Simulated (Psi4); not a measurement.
A ladder of methods for CrHClO3 (SMILES [O]=[Cr](=[O])([OH])[Cl])

The species is CrHClO3 (6 atoms), meant as a singlet with charge 0. SMILES: `[O]=[Cr](=[O])([OH])[Cl]`. The shape was relaxed beforehand at PBE0/def2-TZVP. This is one conformer, not always the lowest.

```
atom    x (Å)    y (Å)    z (Å)
   O   0.1287  -1.7905  -0.3931
  Cr   0.3042  -0.2988  -0.0543
   O   1.2208  -0.1377   1.1745
   O  -1.2503   0.3934   0.2623
  Cl   1.2075   0.6894  -1.6981
   H  -1.2715   1.0923   0.9280
```

Quantity: the dipole moment, in D. The values are calculated.

```
                                 level                    kind  program  value (D)  CPU time
   PBE-D4/def2-TZVPP (density fitting)                     GGA     Psi4       2.26      85 s
r2SCAN-D4/def2-TZVPP (density fitting)                meta-GGA     Psi4       2.30   4.3 min
 B3LYP-D4/def2-TZVPP (density fitting)           global hybrid     Psi4       2.25      71 s
  PBE0-D4/def2-TZVPP (density fitting)           global hybrid     Psi4       2.25      80 s
  wB97M-V/def2-TZVPP (density fitting)  range-separated hybrid     Psi4       2.21   3.9 min
```

The values span 2.21 to 2.30 D. Magnitudes only. Times are those of the runs behind each value, whatever else they computed, on shared processors of several kinds: orders of magnitude only.
